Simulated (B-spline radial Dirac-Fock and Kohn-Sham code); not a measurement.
# Photoionisation of cobalt ions at Ga Kα (9251.7 eV)

Model: a relativistic central-field model (Hartree-Slater potential of the initial state, Latter tail, multipole expansion of the photon field, Dirac-Fock thresholds). Program: an atomic code on a B-spline grid. Cross sections in kb; a dash marks an empty subshell or a threshold above the photon energy.

| ion | configuration | total | 1s | 2s | 2p1/2 | 3p3/2 | 3d3/2 |
| --- | --- | --- | --- | --- | --- | --- | --- |
| Co | [Ar] 3d7 4s2 | 22.20 | 19.5 | 1.41 | 0.322 | 0.0770 | 0.000965 |
| Co²⁺ | [Ar] 3d7 | 22.18 | 19.5 | 1.41 | 0.322 | 0.0766 | 0.000957 |
| Co⁴⁺ | [Ar] 3d5 | 22.21 | 19.5 | 1.41 | 0.322 | 0.0821 | 0.000880 |
| Co⁸⁺ | [Ar] 3d1 | 22.27 | 19.5 | 1.42 | 0.323 | 0.0981 | 0.000264 |
| Co¹⁸⁺ | [He] 2s2 2p5 | 22.10 | 19.8 | 1.51 | 0.295 | – | – |
| Co²¹⁺ | [He] 2s2 2p2 | 21.85 | 19.8 | 1.64 | 0.132 | – | – |

Values without a named source are computed, but for edge energies of neutral atoms, which are taken from tables.
